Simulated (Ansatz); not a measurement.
Ansatz (a quantum-chemistry and plane-wave program) input (B3LYP-D3(BJ)/def2-TZVP):

Ansatz 0.2 input:
```yaml
crystal:
  periodic: [false, false, false]
  atoms:
    - {symbol: Hf, position_ang: [0.01859221, 0.16439319, 0.05450079]}
    - {symbol: F, position_ang: [1.67580150, -0.58144105, -0.30240991]}
    - {symbol: F, position_ang: [-0.82265201, -0.84889422, 1.35663495]}
    - {symbol: F, position_ang: [-1.00188718, 0.11518978, -1.49023135]}
basis:
  gaussian:
    orbitals: def2-TZVP
hamiltonian:
  xc: b3lyp
  dispersion: d3bj
total_charge: 1
phonons: {temperatures: {t_min: 298.15, t_max: 298.15, t_step: 100}}
```

Output:

```
Functional definition: B3LYP
integrals: 0.04 GiB planned
841 factors; their error is unknown
mean field: 0.41 GiB planned
mean field evaluation 1: about -9437.2467 eV, gradient 1.2e2 eV
mean field evaluation 2: about -9121.1846 eV, gradient 4.2e2 eV
mean field evaluation 4: about -9459.2090 eV, gradient 8.9e0 eV
mean field evaluation 8: about -9459.4019 eV, gradient 1.7e-1 eV
mean field evaluation 16: about -9459.4020 eV, gradient 2.3e-5 eV
mean field -9459.40197183 eV, -347.6266106519 hartree, gradient 2.3e-5 eV, S^2 0.000000; 0 other end points of the search recorded, 0 dependent functions left out
the calculation of the forces begins
reference -9459.40220624 eV, -347.6266192661 hartree; 19, 19 occupied and 114, 114 virtual orbitals, 841 factors
these checks for a lower state are left out or cut short: stability, starts, cluster_reference, orbital_swaps, neighbouring_geometries, increment
integrals: 0.04 GiB planned
841 factors; their error is unknown
mean field: 0.41 GiB planned
mean field -9459.40183297 eV, -347.6266055489 hartree, gradient 2.6e-6 eV, S^2 0.000000; 0 other end points of the search recorded, 0 dependent functions left out
the calculation of the forces begins
reference -9459.40206736 eV, -347.6266141626 hartree; 19, 19 occupied and 114, 114 virtual orbitals, 841 factors
these checks for a lower state are left out or cut short: stability, starts, cluster_reference, orbital_swaps, neighbouring_geometries, increment
integrals: 0.04 GiB planned
841 factors; their error is unknown
mean field: 0.41 GiB planned
mean field evaluation 32: about -9459.4018 eV, gradient 2.6e-6 eV
mean field -9459.40183478 eV, -347.6266056153 hartree, gradient 2.6e-6 eV, S^2 0.000000; 0 other end points of the search recorded, 0 dependent functions left out
the calculation of the forces begins
reference -9459.40206920 eV, -347.6266142300 hartree; 19, 19 occupied and 114, 114 virtual orbitals, 841 factors
these checks for a lower state are left out or cut short: stability, starts, cluster_reference, orbital_swaps, neighbouring_geometries, increment
integrals: 0.04 GiB planned
841 factors; their error is unknown
mean field: 0.41 GiB planned
mean field -9459.40187053 eV, -347.6266069291 hartree, gradient 2.6e-6 eV, S^2 0.000000; 0 other end points of the search recorded, 0 dependent functions left out
the calculation of the forces begins
reference -9459.40210498 eV, -347.6266155449 hartree; 19, 19 occupied and 114, 114 virtual orbitals, 841 factors
these checks for a lower state are left out or cut short: stability, starts, cluster_reference, orbital_swaps, neighbouring_geometries, increment
integrals: 0.04 GiB planned
841 factors; their error is unknown
mean field: 0.41 GiB planned
mean field -9459.40186910 eV, -347.6266068765 hartree, gradient 2.6e-6 eV, S^2 0.000000; 0 other end points of the search recorded, 0 dependent functions left out
the calculation of the forces begins
reference -9459.40210346 eV, -347.6266154891 hartree; 19, 19 occupied and 114, 114 virtual orbitals, 841 factors
these checks for a lower state are left out or cut short: stability, starts, cluster_reference, orbital_swaps, neighbouring_geometries, increment
integrals: 0.04 GiB planned
841 factors; their error is unknown
mean field: 0.41 GiB planned
mean field -9459.40190829 eV, -347.6266083168 hartree, gradient 2.6e-6 eV, S^2 0.000000; 0 other end points of the search recorded, 0 dependent functions left out
the calculation of the forces begins
reference -9459.40214273 eV, -347.6266169322 hartree; 19, 19 occupied and 114, 114 virtual orbitals, 841 factors
these checks for a lower state are left out or cut short: stability, starts, cluster_reference, orbital_swaps, neighbouring_geometries, increment
integrals: 0.04 GiB planned
841 factors; their error is unknown
mean field: 0.41 GiB planned
mean field -9459.40187134 eV, -347.6266069587 hartree, gradient 2.6e-6 eV, S^2 0.000000; 0 other end points of the search recorded, 0 dependent functions left out
the calculation of the forces begins
reference -9459.40210571 eV, -347.6266155718 hartree; 19, 19 occupied and 114, 114 virtual orbitals, 841 factors
these checks for a lower state are left out or cut short: stability, starts, cluster_reference, orbital_swaps, neighbouring_geometries, increment
integrals: 0.04 GiB planned
841 factors; their error is unknown
mean field: 0.41 GiB planned
mean field evaluation 64: about -9459.4020 eV, gradient 1.1e-5 eV
mean field -9459.40195040 eV, -347.6266098643 hartree, gradient 2.6e-6 eV, S^2 0.000000; 0 other end points of the search recorded, 0 dependent functions left out
the calculation of the forces begins
reference -9459.40218478 eV, -347.6266184778 hartree; 19, 19 occupied and 114, 114 virtual orbitals, 841 factors
these checks for a lower state are left out or cut short: stability, starts, cluster_reference, orbital_swaps, neighbouring_geometries, increment
integrals: 0.04 GiB planned
841 factors; their error is unknown
mean field: 0.41 GiB planned
mean field -9459.40195423 eV, -347.6266100050 hartree, gradient 2.6e-6 eV, S^2 0.000000; 0 other end points of the search recorded, 0 dependent functions left out
the calculation of the forces begins
reference -9459.40218866 eV, -347.6266186200 hartree; 19, 19 occupied and 114, 114 virtual orbitals, 841 factors
these checks for a lower state are left out or cut short: stability, starts, cluster_reference, orbital_swaps, neighbouring_geometries, increment
integrals: 0.04 GiB planned
841 factors; their error is unknown
mean field: 0.41 GiB planned
mean field -9459.40196239 eV, -347.6266103048 hartree, gradient 2.6e-6 eV, S^2 0.000000; 0 other end points of the search recorded, 0 dependent functions left out
the calculation of the forces begins
reference -9459.40219678 eV, -347.6266189186 hartree; 19, 19 occupied and 114, 114 virtual orbitals, 841 factors
these checks for a lower state are left out or cut short: stability, starts, cluster_reference, orbital_swaps, neighbouring_geometries, increment
integrals: 0.04 GiB planned
841 factors; their error is unknown
mean field: 0.41 GiB planned
mean field -9459.40196596 eV, -347.6266104360 hartree, gradient 2.6e-6 eV, S^2 0.000000; 0 other end points of the search recorded, 0 dependent functions left out
the calculation of the forces begins
reference -9459.40220037 eV, -347.6266190506 hartree; 19, 19 occupied and 114, 114 virtual orbitals, 841 factors
these checks for a lower state are left out or cut short: stability, starts, cluster_reference, orbital_swaps, neighbouring_geometries, increment
integrals: 0.04 GiB planned
841 factors; their error is unknown
mean field: 0.41 GiB planned
mean field evaluation 96: about -9459.4019 eV, gradient 2.6e-6 eV
mean field -9459.40188478 eV, -347.6266074529 hartree, gradient 2.6e-6 eV, S^2 0.000000; 0 other end points of the search recorded, 0 dependent functions left out
the calculation of the forces begins
reference -9459.40211916 eV, -347.6266160661 hartree; 19, 19 occupied and 114, 114 virtual orbitals, 841 factors
these checks for a lower state are left out or cut short: stability, starts, cluster_reference, orbital_swaps, neighbouring_geometries, increment
integrals: 0.04 GiB planned
841 factors; their error is unknown
mean field: 0.41 GiB planned
mean field -9459.40191923 eV, -347.6266087189 hartree, gradient 2.6e-6 eV, S^2 0.000000; 0 other end points of the search recorded, 0 dependent functions left out
the calculation of the forces begins
reference -9459.40215366 eV, -347.6266173341 hartree; 19, 19 occupied and 114, 114 virtual orbitals, 841 factors
these checks for a lower state are left out or cut short: stability, starts, cluster_reference, orbital_swaps, neighbouring_geometries, increment
integrals: 0.04 GiB planned
841 factors; their error is unknown
mean field: 0.41 GiB planned
mean field -9459.40194904 eV, -347.6266098141 hartree, gradient 2.6e-6 eV, S^2 0.000000; 0 other end points of the search recorded, 0 dependent functions left out
the calculation of the forces begins
reference -9459.40218342 eV, -347.6266184276 hartree; 19, 19 occupied and 114, 114 virtual orbitals, 841 factors
these checks for a lower state are left out or cut short: stability, starts, cluster_reference, orbital_swaps, neighbouring_geometries, increment
integrals: 0.04 GiB planned
841 factors; their error is unknown
mean field: 0.41 GiB planned
mean field -9459.40195524 eV, -347.6266100422 hartree, gradient 2.6e-6 eV, S^2 0.000000; 0 other end points of the search recorded, 0 dependent functions left out
the calculation of the forces begins
reference -9459.40218967 eV, -347.6266186571 hartree; 19, 19 occupied and 114, 114 virtual orbitals, 841 factors
Total energy: -9459.48742616 eV, -347.6297510404 hartree
Atom 0 at     0.018592     0.164393     0.054501 Å, force    -0.000106     0.000261     0.000393 eV/Å
Atom 1 at     1.675801    -0.581441    -0.302410 Å, force     0.000147    -0.000163    -0.000067 eV/Å
Atom 2 at    -0.822652    -0.848894     1.356635 Å, force     0.000065    -0.000001    -0.000147 eV/Å
Atom 3 at    -1.001887     0.115190    -1.490231 Å, force    -0.000106    -0.000097    -0.000179 eV/Å
Dipole moment:     0.108602     0.960268     0.318355 e Å
Vibrations: 133.31 180.84 180.98 718.90 718.94 742.14 cm⁻¹, zero-point energy 0.165835 eV
```
